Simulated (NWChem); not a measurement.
System: ScH2O2Cl; SMILES [OH][Sc]([OH])[Cl]

Parts of the log:

```
             Northwest Computational Chemistry Package (NWChem) 7.3.0
             --------------------------------------------------------

                             Geometry "geometry" -> ""
                             -------------------------

 Output coordinates in angstroms (scale by  1.889725989 to convert to a.u.)

  No.       Tag          Charge          X              Y              Z
 ---- ---------------- ---------- -------------- -------------- --------------
    1 Sc                  21.0000     0.00000000     0.01736500    -0.42076600
    2 Cl                  17.0000     0.00000000     0.01790000     1.90563500
    3 O                    8.0000     0.00000000     1.58695900    -1.39435500
    4 H                    1.0000     0.00000000     2.52726000    -1.62714800
    5 O                    8.0000     0.00000000    -1.59544700    -1.34419000
    6 H                    1.0000     0.00000000    -2.03406100    -2.20895600

 Effective nuclear repulsion energy (a.u.)     250.4687749134

                              NWChem Property Module
                              ----------------------

                                 NWChem DFT Module
                                 -----------------

 Summary of "ao basis" -> "ao basis" (spherical)
 ------------------------------------------------------------------------------
       Tag                 Description            Shells   Functions and Types
 ---------------- ------------------------------  ------  ---------------------
 Sc                        def2-svpd                12       34   5s4p2d1f
 Cl                        def2-svpd                11       27   5s4p2d
 O                         def2-svpd                 9       23   4s3p2d
 H                         def2-svpd                 4        8   2s2p

            General Information
            -------------------
          SCF calculation type: DFT
          Wavefunction type:  closed shell.
          No. of atoms     :     6
          No. of electrons :    56
           Alpha electrons :    28
            Beta electrons :    28
          Charge           :     0
          Spin multiplicity:     1
          Use of symmetry is: off; symmetry adaption is: off
          Maximum number of iterations: 150
          AO basis - number of functions:   123
                     number of shells:    49
          Convergence on energy requested:  1.00D-06
          Convergence on density requested:  1.00D-05
          Convergence on gradient requested:  5.00D-04

              XC Information
              --------------
                         B3LYP Method XC Potential
                     Hartree-Fock (Exact) Exchange  0.200
                        Slater Exchange Functional  0.800 local
                    Becke 1988 Exchange Functional  0.720 non-local
              Lee-Yang-Parr Correlation Functional  0.810
                  VWN I RPA Correlation Functional  0.190 local

             Grid Information
             ----------------
          Grid used for XC integration:  medium
          Radial quadrature: Mura-Knowles
          Angular quadrature: Lebedev.
          Tag              B.-S. Rad. Rad. Pts. Rad. Cut. Ang. Pts.
          ---              ---------- --------- --------- ---------
          Sc                  1.60      112          12.0       590
          Cl                  1.00       88          13.0       590
          O                   0.60       49          13.0       434
          H                   0.35       45          14.0       434
          Grid pruning is: on
          Number of quadrature shells:   388
          Spatial weights used:  Erf1

      Superposition of Atomic Density Guess
      -------------------------------------

 Sum of atomic energies:       -1369.34874169

      Non-variational initial energy
      ------------------------------

 Total energy =   -1369.613883
 1-e energy   =   -2379.747462
 2-e energy   =     759.664804
 HOMO         =      -0.474687
 LUMO         =      -0.087510

   convergence    iter        energy       DeltaE   RMS-Dens  Diis-err
 ---------------- ----- ----------------- --------- --------- ---------
 d= 0,ls=0.0,diis     1  -1372.2187442976 -1.62D+03  3.14D-02  1.93D+00
 d= 0,ls=0.0,diis     2  -1364.9501181355  7.27D+00  2.51D-02  7.58D+01
 d= 0,ls=0.0,diis     3  -1372.3889808580 -7.44D+00  3.91D-03  9.83D-01
 d= 0,ls=0.0,diis     4  -1372.4711314858 -8.22D-02  1.86D-03  7.45D-02
 d= 0,ls=0.0,diis     5  -1372.4803598942 -9.23D-03  6.83D-04  1.54D-02
  Resetting Diis
 d= 0,ls=0.0,diis     6  -1372.4817854899 -1.43D-03  2.55D-04  2.59D-03
 d= 0,ls=0.0,diis     7  -1372.4820027919 -2.17D-04  2.99D-04  3.99D-04
 d= 0,ls=0.0,diis     8  -1372.4819113403  9.15D-05  1.77D-04  1.16D-03
 d= 0,ls=0.0,diis     9  -1372.4820543709 -1.43D-04  2.32D-05  2.20D-05
 d= 0,ls=0.0,diis    10  -1372.4820567463 -2.38D-06  4.74D-06  6.01D-07
 d= 0,ls=0.0,diis    11  -1372.4820568209 -7.46D-08  6.42D-07  7.13D-09

         Total DFT energy =    -1372.482056820897
      One electron energy =    -2385.092033345279
           Coulomb energy =      847.416520615066
    Exchange-Corr. energy =      -85.275319004118
 Nuclear repulsion energy =      250.468774913434

 Numeric. integr. density =       56.000002583823

                       DFT Final Molecular Orbital Analysis
                       ------------------------------------

 Vector   26  Occ=2.000000D+00  E=-3.296693D-01
              MO Center=  2.1D-09, -2.9D-01,  7.6D-01, r^2= 4.2D+00
   Bfn.  Coefficient  Atom+Function         Bfn.  Coefficient  Atom+Function
  ----- ------------  ---------------      ----- ------------  ---------------
    48      0.460633  2 Cl pz                45      0.364847  2 Cl pz
    98      0.276074  5 O  py                11      0.216411  1 Sc pz
    42      0.213090  2 Cl pz               101      0.190729  5 O  py
    68     -0.144881  3 O  pz                99     -0.145309  5 O  pz
    96     -0.122143  5 O  s                 71     -0.104422  3 O  pz

 Vector   27  Occ=2.000000D+00  E=-3.111782D-01
              MO Center=  6.7D-09,  1.7D-02,  1.7D+00, r^2= 1.6D+00
   Bfn.  Coefficient  Atom+Function         Bfn.  Coefficient  Atom+Function
  ----- ------------  ---------------      ----- ------------  ---------------
    46      0.575603  2 Cl px                43      0.452544  2 Cl px
    40      0.262312  2 Cl px                49      0.105260  2 Cl px
    21     -0.095071  1 Sc d  1               9     -0.078531  1 Sc px
    26     -0.063220  1 Sc d  1              97      0.060959  5 O  px
    12      0.058647  1 Sc px                66      0.057351  3 O  px

 Vector   28  Occ=2.000000D+00  E=-3.032265D-01
              MO Center=  1.7D-09, -9.3D-02,  1.5D+00, r^2= 2.6D+00
   Bfn.  Coefficient  Atom+Function         Bfn.  Coefficient  Atom+Function
  ----- ------------  ---------------      ----- ------------  ---------------
    47      0.561458  2 Cl py                44      0.441170  2 Cl py
    41      0.254975  2 Cl py                98     -0.169826  5 O  py
   101     -0.125359  5 O  py                50      0.107124  2 Cl py
    99      0.101465  5 O  pz                68     -0.096319  3 O  pz
     4     -0.064646  1 Sc s                 10     -0.064806  1 Sc py

 Vector   29  Occ=0.000000D+00  E=-9.177753D-02
              MO Center= -1.3D-08,  3.5D-02, -4.4D-01, r^2= 2.9D+00
   Bfn.  Coefficient  Atom+Function         Bfn.  Coefficient  Atom+Function
  ----- ------------  ---------------      ----- ------------  ---------------
     4      1.045171  1 Sc s                 22      0.491196  1 Sc d  2
    65     -0.461672  3 O  s                 96     -0.388148  5 O  s
     5      0.325636  1 Sc s                 20     -0.326501  1 Sc d  0
     3     -0.289420  1 Sc s                 27      0.230660  1 Sc d  2
    39     -0.173415  2 Cl s                 25     -0.163616  1 Sc d  0

 Vector   30  Occ=0.000000D+00  E=-5.519054D-02
              MO Center=  1.0D-10,  2.4D-02, -2.0D-01, r^2= 1.7D+00
   Bfn.  Coefficient  Atom+Function         Bfn.  Coefficient  Atom+Function
  ----- ------------  ---------------      ----- ------------  ---------------
    21      0.763373  1 Sc d  1              26      0.344260  1 Sc d  1
    46      0.205775  2 Cl px                43      0.136992  2 Cl px
    12     -0.099400  1 Sc px                66     -0.093923  3 O  px
    97     -0.087790  5 O  px                69     -0.080442  3 O  px
    40      0.075948  2 Cl px               100     -0.075532  5 O  px

 Vector   31  Occ=0.000000D+00  E=-3.689756D-02
              MO Center= -4.9D-10,  1.7D-02, -5.1D-01, r^2= 1.5D+00
   Bfn.  Coefficient  Atom+Function         Bfn.  Coefficient  Atom+Function
  ----- ------------  ---------------      ----- ------------  ---------------
    18      0.784931  1 Sc d -2              23      0.347757  1 Sc d -2
    97      0.177077  5 O  px                66     -0.174806  3 O  px
    69     -0.150834  3 O  px               100      0.151554  5 O  px
   121      0.079857  6 H  px                90     -0.066538  4 H  px
    57      0.045116  2 Cl d -2

     Multipole analysis of the density
     ---------------------------------

     L   x y z        total         alpha         beta         nuclear
     -   - - -        -----         -----         ----         -------
     0   0 0 0     -0.000000    -28.000000    -28.000000     56.000000

     1   1 0 0     -0.000000     -0.000000     -0.000000      0.000000
     1   0 1 0      0.364975     -0.851438     -0.851438      2.067852
     1   0 0 1     -1.354531      1.387029      1.387029     -4.128588

     2   2 0 0    -28.619901    -14.309951    -14.309951      0.000000
     2   1 1 0     -0.000000     -0.000000     -0.000000      0.000000
     2   1 0 1     -0.000000     -0.000000     -0.000000      0.000000
     2   0 2 0    -29.079267   -105.686313   -105.686313    182.293358
     2   0 1 1      0.549697     -0.192548     -0.192548      0.934793
     2   0 0 2    -33.475897   -200.626626   -200.626626    367.777355

 *** CALLING NEW AORESP DRIVER FOR CLOSED AND OPEN SHELLS ***
 Entering AOResponse driver routine

--------------------------------------------------------------------------------

          -----------------------------------------------
          Solving response equations for perturbing field
          -----------------------------------------------

 number of frequencies:     1
 frequency in a.u.:  0.7730000E-01
 Perturbing field: electric
 Using El. Dipole Length Gauge

 Setting up CPKS with frequency omega =      0.07730000 a.u.

                            NWChem Dynamic CPHF Module
                            --------------------------

    scftype = RHF
    nclosed =   28
      nopen =    0
  variables =     5320
  num. vecs =        3
  tolerance =   1.0D-04
  max. iter =   50

 SCF residual:    3.3673883459862755E-005

Iterative solution of linear equations
  No. of variables     5320
  No. of equations        3
  Maximum subspace       30
       Convergence  1.0D-04

   iter   nsub   residual    time
   ----  ------  --------  ---------
     1      3    3.15D+00      85.5
     2      6    2.46D+00     121.6
     3      9    6.64D-01     156.8
     4     12    3.51D-01     191.1
     5     15    3.07D-02     225.9
     6     18    1.38D-02     265.4
     7     21    2.37D-03     299.8
     8     24    8.87D-04     334.1
     9     27    2.53D-04     368.8
    10     30    2.73D-05     402.8

 Electric Dipole Response Matrix (nonzero elements):

              1        2        3
    1   43.1659   0.0000   0.0000
    2    0.0000  62.2664   0.7763
    3    0.0000   0.7763  70.2081

 ------------------------------------------
 average:        58.54679 + I       0.00000

 DFT Linear Response polarizability / au
 Frequency  =       0.0773000 / au
 Wavelength =     589.4353558 / nm
              X              Y              Z
 -----------------------------------------------
 X      43.1658545      0.0000003      0.0000006
 Y       0.0000003     62.2664118      0.7763272
 Z       0.0000006      0.7763222     70.2081096
 -----------------------------------------------
 Eigenvalues =      43.1658545     62.1912348     70.2832865
 Isotropic   =      58.5467920
 Anisotropic =      24.1122533
 -----------------------------------------------

 Magnetic Dipole Response Matrix (nonzero elements):

 Exiting AOResponse driver routine
```

Level: B3LYP/def2-SVPD. All runs use the structure optimised with PBE-D3(BJ)/def2-SVP.

Problem. Reconstruct the input file.

Solution. This is not unique; one that fits is the input that was run:
```
start job
memory heap 200 mb stack 900 mb global 1100 mb
geometry units angstroms noautosym nocenter noautoz
  Sc     0.000000     0.017365    -0.420766
  Cl    -0.000000     0.017900     1.905635
  O     -0.000000     1.586959    -1.394355
  H      0.000000     2.527260    -1.627148
  O      0.000000    -1.595447    -1.344190
  H     -0.000000    -2.034061    -2.208956
end
basis spherical
  * library def2-svpd
end
dft
  xc b3lyp
  iterations 150
end
property
  response 1 0.0773
end
task dft property
```
